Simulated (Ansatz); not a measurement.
Cu₄S₂, relaxed as a singlet with RKS r2SCAN-D4/def2-SVP in Ansatz, starting from the GFN1-xTB geometry. Force threshold 0.02 eV/Å.

The structure comes from a short search, and lower isomers may exist.

Start:

```xyz
6

Cu    1.027   -0.097   -0.542
Cu   -1.031    0.105    0.559
Cu    1.050    0.262    1.924
Cu   -2.867   -0.164   -0.948
S    -0.914   -0.206   -1.695
S     2.735    0.099    0.701
```

| step | energy (eV) | largest force component (eV/Å) | SCF passes |
| --- | --- | --- | --- |
| 1 | -200203.2949 | 0.459 | 53 |
| 2 | -200203.3151 | 0.230 | 27 |
| 3 | -200203.3270 | 0.078 | 30 |
| 4 | -200203.3488 | 0.136 | 32 |
| 5 | -200203.4165 | 0.195 | 32 |
| 6 | -200203.4662 | 0.221 | 33 |
| 7 | -200203.5386 | 0.331 | 33 |
| 8 | -200203.5965 | 0.363 | 33 |
| 9 | -200203.6623 | 0.384 | 33 |
| 10 | -200203.7460 | 0.437 | 33 |
| 11 | -200203.8526 | 0.524 | 34 |
| 12 | -200203.9912 | 0.471 | 34 |
| 13 | -200204.1475 | 0.377 | 35 |
| 14 | -200204.2792 | 0.170 | 34 |
| 15 (rejected) | -200204.2745 | 0.543 | 33 |
| 16 | -200204.3080 | 0.123 | 34 |
| 17 | -200204.3259 | 0.113 | 30 |
| 18 | -200204.3757 | 0.194 | 32 |
| 19 | -200204.4796 | 0.289 | 32 |
| 20 | -200204.4843 | 0.657 | 34 |
| 21 | -200204.5247 | 0.208 | 31 |
| 22 | -200204.5286 | 0.078 | 25 |
| 23 | -200204.5289 | 0.068 | 25 |
| 24 | -200204.5296 | 0.012 | 26 |

Force components are those of the run's own axes.

End:

```xyz
6

Cu    0.7424   -0.6382   -0.8304
Cu   -0.1585    1.2707    0.0950
Cu    0.2598   -0.6362    1.6385
Cu   -1.5863   -0.8002    0.0321
S    -1.1600    0.3169   -1.7564
S     1.9027    0.4871    0.8212
```

Bonds formed: Cu2–S6, Cu3–Cu4 (atoms count from 1). Metal–metal contacts that move far: Cu1–Cu4 3.91 to 2.49 Å. The end is the same structure that another start reached, the lowest one found.

No frequencies were taken in this run, so the end may be a saddle point.

Hardware: 4 threads of Arm Neoverse V2 on a shared host. Wall time 2.2 min.
